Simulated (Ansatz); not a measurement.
Ansatz (a first-principles code) input (wB97X-V/def2-TZVP):

Ansatz 0.2 input:
```yaml
crystal:
  periodic: [false, false, false]
  atoms:
    - {symbol: Sn, position_ang: [0.00000000, 0.00000000, 0.00000000]}
    - {symbol: O, position_ang: [-0.00000000, -0.00000000, -1.81395677]}
    - {symbol: O, position_ang: [0.00000000, 0.00000000, 1.81395677]}
basis:
  gaussian:
    orbitals: def2-TZVP
hamiltonian:
  xc: {name: wB97X-V}
relax: {f_tol: 0.003, max_steps: 100}
```

End of the output:

```
160 factors; integrals over basis functions are off by at most 2.3e-5 eV
mean field: 0.43 GiB planned
mean field -9922.82320098 eV, -364.6570267050 hartree, gradient 1.0e-5 eV, S^2 0.000000; 0 other end points of the search recorded, 0 dependent functions left out
the calculation of the forces begins
reference -9922.82319895 eV, -364.6570266303 hartree; 19, 19 occupied and 93, 93 virtual orbitals, 734 factors
relax step   2: F+E_penalty+E_count = -9922.82320098 eV  Δ(F+E_penalty+E_count) = -1.815e-2 eV  max|allowed force component| = 7.542e-2 eV/Å  Δτ_max = 0.0199 Å  (36 SCF iters, accepted)
these checks for a lower state are left out or cut short: starts, cluster_reference, orbital_swaps, neighbouring_geometries, increment
integrals: 0.05 GiB planned
734 factors; their error is unknown
integrals: 0.08 GiB planned
160 factors; integrals over basis functions are off by at most 2.3e-5 eV
mean field: 0.43 GiB planned
mean field evaluation 32: about -9922.8233 eV, gradient 6.5e-6 eV
mean field -9922.82334308 eV, -364.6570319271 hartree, gradient 6.5e-6 eV, S^2 0.000000; 0 other end points of the search recorded, 0 dependent functions left out
the calculation of the forces begins
reference -9922.82334105 eV, -364.6570318523 hartree; 19, 19 occupied and 93, 93 virtual orbitals, 734 factors
relax step   3: F+E_penalty+E_count = -9922.82334308 eV  Δ(F+E_penalty+E_count) = -1.421e-4 eV  max|allowed force component| = 1.876e-3 eV/Å  Δτ_max = 0.0019 Å  (38 SCF iters, accepted)
integrals: 0.05 GiB planned
734 factors; their error is unknown
integrals: 0.08 GiB planned
160 factors; integrals over basis functions are off by at most 2.3e-5 eV
mean field: 0.43 GiB planned
mean field -9922.82334308 eV, -364.6570319271 hartree, gradient 1.2e-5 eV, S^2 0.000000; 1 other end points of the search recorded, 0 dependent functions left out
the calculation of the forces begins
reference -9922.82334105 eV, -364.6570318523 hartree; 19, 19 occupied and 93, 93 virtual orbitals, 734 factors
Total energy: -9922.82334105 eV, -364.6570318523 hartree
Atom 0 at    -0.000000    -0.000000     0.000000 Å, force     0.000000    -0.000000     0.000000 eV/Å
Atom 1 at     0.000000     0.000000    -1.792174 Å, force    -0.000000     0.000000    -0.001876 eV/Å
Atom 2 at     0.000000     0.000000     1.792174 Å, force    -0.000000     0.000000     0.001876 eV/Å
Dipole moment:     0.000000    -0.000000    -0.000000 e Å
```
